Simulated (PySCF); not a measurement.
Problem. Give a PBE0-D3(BJ)/def2-SVP geometry of `FC(F)(F)CC1=CC=CN=C1`.

Solution. 
```xyz
17
C7H6F3N angstrom
F     -1.984   -1.586    0.859
C     -2.324   -0.395    0.352
F     -2.297    0.489    1.350
F     -3.588   -0.487   -0.073
C     -1.408    0.011   -0.780
C      0.022    0.167   -0.353
C      0.867   -0.932   -0.189
C      2.175   -0.722    0.234
C      2.591    0.586    0.482
N      1.797    1.643    0.335
C      0.549    1.431   -0.067
H     -1.803    0.954   -1.184
H     -1.512   -0.754   -1.563
H      0.502   -1.943   -0.390
H      2.866   -1.557    0.369
H      3.616    0.787    0.815
H     -0.086    2.319   -0.179
```

Any rigid rotation of these coordinates is as good. Atoms count from 1 in this order. The 6-membered ring C6–C7–C8–C9–N10–C11 has internal angles of 117.3° to 124.1°; it is planar, 0.00 Å rms from its mean plane, widest ring torsion 1°. Of the pairs four or more bonds apart, F1···C7 is among the closest relative to their van der Waals radii: 3.11 Å, 98 % of the sum of Bondi's values. The 6 C–C bonds span 1.391 Å (C7–C8, aromatic) to 1.511 Å (C2–C5, drawn single), a spread of 0.120 Å.

Bonds between heavy atoms (Å): F1–C2 1.338, C2–F3 1.334, C2–F4 1.336, C2–C5 1.511, C5–C6 1.500, C6–C7 1.397, C7–C8 1.391, C8–C9 1.395, C9–N10 1.330, N10–C11 1.328, C6–C11 1.399.

Level of theory: PBE0-D3(BJ)/def2-SVP geometry optimisation, gas phase (PySCF).

Point group: C1 (no symmetry element, even within 0.4 Å). PBE0-D3(BJ)/def2-SVP frequencies: not computed here. One conformer, not necessarily the lowest (C2–C5–C6–C7 80°).

On Arm Neoverse V2, one thread, shared host, this took 2.6 min and 0.77 GiB of memory at its peak. This is the geometry optimisation.
